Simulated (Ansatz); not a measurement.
H₅Si₂Te, SMILES `[SiH2][Te][SiH3]` radical, relaxed with UKS PBE0-D4/def2-TZVP in the Gaussian-basis code of Ansatz from a PBE-D4/def2-SVP geometry. The force threshold is 0.005 eV/Å; the program also tests the step.

Total charge 0; spin multiplicity 2. Te takes the def2 core potential.

Start:

```xyz
8

Si    1.178   -1.617   -0.506
Te   -0.943   -0.551   -1.324
Si   -1.008    1.046    0.635
H     2.193   -0.551   -0.158
H     1.699   -2.434   -1.666
H    -1.184    0.302    1.929
H    -2.189    1.944    0.399
H     0.254    1.861    0.693
```

Question: How much energy does the relaxation release, and in how many steps? (An estimate is asked.)

Answer: Computed: 2.75 kJ/mol, in 5 steps.

Question: Which bonds change most? (An estimate is asked.)

Answer: Computed: Si1–Te2 from 2.511 to 2.478 Å; Te2–Si3 from 2.528 to 2.497 Å; Si1–H5 from 1.511 to 1.491 Å; Si1–H4 from 1.513 to 1.493 Å.

Question: Give the relaxed structure. (Best estimate.)

Answer: The calculation gave: 
```xyz
8

Si    1.156   -1.580   -0.510
Te   -0.947   -0.544   -1.316
Si   -0.995    1.029    0.623
H     2.151   -0.527   -0.149
H     1.691   -2.411   -1.625
H    -1.164    0.287    1.897
H    -2.154    1.929    0.406
H     0.262    1.817    0.673
```
